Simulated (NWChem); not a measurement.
# CH3ClF2OSi; SMILES OC[Si](F)(F)Cl

```xyz
9

O      0.4512     2.3613     0.2479
C     -0.4899     1.5835    -0.4896
Si    -0.4240    -0.2309    -0.0074
F     -0.9103    -0.4785     1.4941
F     -1.3592    -1.1169    -0.9580
Cl     1.5127    -0.9092    -0.1703
H      1.3440     2.0822    -0.0114
H     -0.3699     1.6994    -1.5789
H     -1.4801     1.9813    -0.2403
```
Atoms are numbered in this order, from 1.

Coordinates come from a B3LYP/6-31G* (spherical d) optimisation.

**Question.** Give the principal values of the shielding tensors (ppm) of O1, C2, Si3, F4, F5 from PBE0/pcSseg-1, GIAO (NWChem), with their diamagnetic and paramagnetic parts as GIAO splits them.

**Answer.** 
```csv
atom,σ11,σ22,σ33,isotropic,diamagnetic,paramagnetic
O1,299.4,307.1,410.2,338.9,388.0,-49.1
C2,101.5,118.1,173.2,130.9,251.8,-120.9
Si3,338.2,376.3,409.3,374.6,879.0,-504.4
F4,257.0,285.9,381.2,308.0,470.3,-162.3
F5,248.6,299.2,371.0,306.3,470.8,-164.6
```
